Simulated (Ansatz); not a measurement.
Reaction (redistribution): `C=[N][GeH2][NH2]` + `[SiH3]OC[SiH2]Cl` → `[NH2][GeH2][SiH2]Cl` + `C=NCO[SiH3]`

Gas-phase electronic energies from Ansatz, PBE0-D4/def2-TZVP geometries. CBS: MP2 limit from def2 TZ/QZ plus the TZ coupled-cluster correction, frozen cores. Functionals use def2-TZVPP. B3LYP here is the variant with VWN-RPA as its local correlation; programs differ in this. For Ge outer-core shells are correlated without core-valence functions, which leaves a few kJ/mol of doubt a bond. Scalar relativity is left out up to krypton. One conformer a species, not always the lowest.

Question: Is it downhill or uphill in electronic energy at CCSD(T)/CBS, and by how much? (Estimate.)

Answer: The calculation gave: Uphill: ΔE = +19.7 kJ/mol.

Question: What do these levels give: PBE-D4, r2SCAN-D4, PBE0-D4, B3LYP-D4, B2PLYP, PBE, r2SCAN, B3LYP, MP2/def2-TZVPP, HF/def2-QZVPP, MP2/def2-QZVPP, HF/CBS(def2)? (An estimate is asked.)

Answer: The calculation gave: PBE-D4 2.3, r2SCAN-D4 10.1, PBE0-D4 4.6, B3LYP-D4 14.1, B2PLYP 20.5, PBE 2.4, r2SCAN 10.2, B3LYP 14.3, MP2/def2-TZVPP 27.4, HF/def2-QZVPP 26.5, MP2/def2-QZVPP 27.2, HF/CBS(def2) 26.6 kJ/mol.

Largest T1 diagnostic among the species: 0.012.
